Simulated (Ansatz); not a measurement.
Reactions of `[F][Ge]([F])([F])[Cl]`.

Computed with Ansatz on PBE0-D4/def2-TZVP structures; ΔE is electronic, products minus reactants. CCSD(T)/CBS adds triple-zeta CCSD(T) − MP2 to the extrapolated MP2 energy (def2 sets, frozen cores). This one scheme is used for every species, atoms too. DFT in def2-TZVPP. B3LYP here is the variant with VWN-RPA as its local correlation; programs differ in this. No spin–orbit coupling; open shells (•) take unrestricted orbitals. Spin–orbit coupling would lower the free atoms: a little for Cl, F; clearly for Ge. Bonds to Br, Ge, Se are less sure, by a few kJ/mol each and by 10 to 20 or more in all where they break to atoms, as the def2 sets lack core-valence functions. Scalar relativity is left out up to krypton. Each species was taken in one conformer, which may not be the lowest.

```
                                                       reaction  PBE-D4 (kcal/mol)  CCSD(T)/def2-SVP (kcal/mol)  B3LYP-D4 (kcal/mol)  CCSD(T)/CBS(def2) (kcal/mol)
       `[F][Ge]([F])([F])[Cl]` + H₂ → `[F][GeH]([F])[Cl]` + H–F                6.7                          9.0                  7.4                           6.4
  `[F][Ge]([F])([F])[Cl]` + H₂O → `[OH][Ge]([F])([F])[F]` + HCl                7.0                          3.5                  6.1                           5.8
 `[F][Ge]([F])([F])[Cl]` + H₂S → `[F][Ge]([F])([SH])[Cl]` + H–F               -0.8                          5.7                  1.1                           0.4
             `[F][Ge]([F])([F])[Cl]` → Cl• + `[F][Ge]([F])[F]`•               94.8                         93.3                 92.0                         101.0
 `[F][Ge]([F])([F])[Cl]` + HBr → `[F][Ge]([F])([Cl])[Br]` + H–F               -5.4                          0.7                 -4.2                          -4.9
                     `[F][Ge]([F])([F])[Cl]` → Cl• + 3 F• + Ge•              438.5                        393.6                416.9                         431.0
`[F][Ge]([F])([F])[Cl]` + H₂Se → `[F][Ge]([F])([F])[SeH]` + HCl               -0.8                          2.8                 -0.1                           0.1
```

Largest T1 diagnostic: 0.015, for `[F][Ge]([F])[F]`•.
